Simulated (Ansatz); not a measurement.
Ansatz (a quantum-chemistry and plane-wave program) input:

Ansatz 0.2 input:
```yaml
crystal:
  periodic: [false, false, false]
  atoms:
    - {symbol: Cd, position_ang: [-0.26719570, -0.16242977, -0.22077750]}
    - {symbol: C, position_ang: [1.35646363, 0.82460186, 1.12081387]}
    - {symbol: H, position_ang: [1.86111821, 0.00485552, 1.62416967]}
    - {symbol: H, position_ang: [0.81830230, 1.47429464, 1.80514496]}
    - {symbol: H, position_ang: [2.00719141, 1.36986754, 0.44312216]}
basis:
  gaussian:
    orbitals: def2-TZVPD
hamiltonian:
  xc: {name: HSE06}
magnetization: {spin_polarized: true, initial_magnetization: 1}
output: {forces: true}
```

What final total energy does it print?

-207.58726 Eh (HSE06/def2-TZVPD). The basis has 104 functions.

The spin state was set by rule; other spins were not relaxed.
